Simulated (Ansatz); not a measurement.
```xyz
2

Si    0.0000    0.0000    0.0000
Si    0.0000    0.0000    2.2500
```

Basis set: pcseg-2 (spherical functions). Charge 0, multiplicity 3.

Computed with Ansatz (development build ahead of 0.2.0); each method stands on the lowest determinant of its kind that the runs found. Restricted functionals stand beside restricted open-shell atoms, which can lie above the unrestricted atoms usual in DFT and then raise those values.

The atomization energy at this shape (free ground-state atoms in the same class of orbitals less the molecule, no zero-point energy) of triplet Si₂:

| method | atomization energy |
| --- | --- |
| PBE (restricted open-shell) | 3.40 eV |

What does ROHF give?

1.65 eV.

The shape needn't be a minimum at these levels.
